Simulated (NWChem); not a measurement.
C5H5F; SMILES C/C=C(/C#C)F

```xyz
11

C      0.4269    -2.6851     0.0000
C      0.1701    -1.4997     0.0000
C     -0.1443    -0.1094     0.0000
F     -1.4590     0.1552     0.0000
C      0.7503     0.8889     0.0000
C      0.4029     2.3357     0.0000
H      0.6572    -3.7346     0.0000
H      1.8029     0.5941     0.0000
H      0.8259     2.8414     0.8840
H     -0.6841     2.4882     0.0000
H      0.8259     2.8414    -0.8840
```
Atoms are numbered in this order, from 1.

All runs: NWChem. The geometry was optimised at PBE0/def2-SVP. GIAO values for the isolated, static molecule; σ is the absolute isotropic shielding, δ = σ(reference) − σ with the isolated reference molecule computed at the same levels (13C: tetramethylsilane, 19F: trichlorofluoromethane, 1H: tetramethylsilane).

For level BHandHLYP/pcSseg-1:

```
Property    Result
----------  ------
δ C1 (ppm)    88.3
δ C2 (ppm)    76.4
δ C3 (ppm)   150.3
δ F4 (ppm)  -109.7
δ C5 (ppm)   126.8
δ C6 (ppm)    12.0
δ H8 (ppm)    5.39
```

Q: How do the values read with level KT2/pcSseg-1 instead?

A: The δ C1 (ppm) comes out as 78.6 and the δ C2 (ppm) comes out as 74.2. The δ C3 (ppm) is 141.2 and the δ F4 (ppm) comes out as -136.0. The δ C5 (ppm) is 113.6 and the δ C6 (ppm) is 13.2. The δ H8 (ppm) is 5.19.
